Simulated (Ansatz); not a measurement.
Basis-set series for CH₅FN₂OW, SMILES `C[N]=[W]([NH2])(=[O])[F]`. The species carries charge 0 and has multiplicity 1. W: def2 effective core potential. The structure was optimised at the PBE0-D4/def2-TZVP level. It is one conformer, not always the lowest.

| functional | basis | functions | energy (Eh) | HOMO (eV) | LUMO (eV) |
| --- | --- | --- | --- | --- | --- |
| PBE0-D4 | def2-SVP | 127 | -392.33718 | -7.48 | -0.92 |
| PBE0-D4 | def2-TZVPP | 281 | -392.75229 | -7.55 | -0.98 |
| ωB97M-V | def2-SVP | 127 | -392.47251 | -9.73 | 1.14 |
| ωB97M-V | def2-TZVPP | 281 | -392.90095 | -9.81 | 1.05 |

Question: Give the rows for def2-QZVPP. (Estimate.)

Answer: Ansatz gave: 
```
functional       basis  functions  energy (Eh)  HOMO (eV)  LUMO (eV)
   PBE0-D4  def2-QZVPP        516   -392.77113      -7.58      -1.03
   ωB97M-V  def2-QZVPP        516   -392.91876      -9.84       0.67
```

Positive LUMOs are unbound and depend on the basis.
